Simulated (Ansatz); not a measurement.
`[F][GeH2][O][SiH3]` → H–F + `[SiH3][O][GeH]` at 400 K and 1 bar (germylene formation by 1,1-elimination).

Isolated molecules relaxed with PBE0-D4/def2-TZVP in Ansatz; ΔE leaves out vibrations. CBS: MP2 limit from def2 TZ/QZ plus the TZ coupled-cluster correction, frozen cores. This one scheme is used for every species. For Ge outer-core shells are correlated without core-valence functions, which leaves a few kJ/mol of doubt a bond. Scalar relativity is left out up to krypton. One conformer a species, not always the lowest.

```csv
species,CCSD(T)/CBS energy (Eh),H − E (kJ/mol),S (J/(mol·K))
`[F][GeH2][O][SiH3]`,-2543.25592,157.7,392.5
H–F,-100.39570,36.5,182.2
`[SiH3][O][GeH]`,-2442.79250,118.9,344.5
```

H − E and S are ideal-gas, rigid-rotor, harmonic terms from PBE0-D4/def2-TZVP, for one conformer and one mirror image of each species. 1 Eh = 2625.50 kJ/mol, R = 8.31446 J/(mol·K).

By hand: ΔE, ΔH, ΔS and ΔG.

ΔE = (-100.39570) + (-2442.79250) − (-2543.25592) = 0.06772 Eh = 177.8 kJ/mol. Δ(H − E) = 36.5 + 118.9 − 157.7 = -2.3, so ΔH = 175.5 kJ/mol. ΔS = 182.2 + 344.5 − 392.5 = 134.2 J/(mol·K). ΔG = 175.5 − 400 × (134.2)/1000 = 121.8 kJ/mol.

By hand: the equilibrium constant, and the temperature at which ΔG would vanish if ΔH and ΔS stayed fixed.

log₁₀ K = −ΔG/(RT ln 10) = -15.9. ΔG = 0 at ΔH/ΔS = 1308 K.

The number of gas molecules changes by +1, which sets the sign of ΔS. A doubt of 5 kJ/mol in ΔE shifts log₁₀ K by 0.7 here. Other conformers and mirror images would add mixing entropy, several J/(mol·K) or more a flexible species. Modes under 60 cm⁻¹, often nearly free rotors, make the harmonic entropy too high. These are equilibria of isolated gas molecules and say nothing of rates. Largest T1 diagnostic: 0.014 (customary marks: 0.02 for closed shells, 0.045 for open ones).
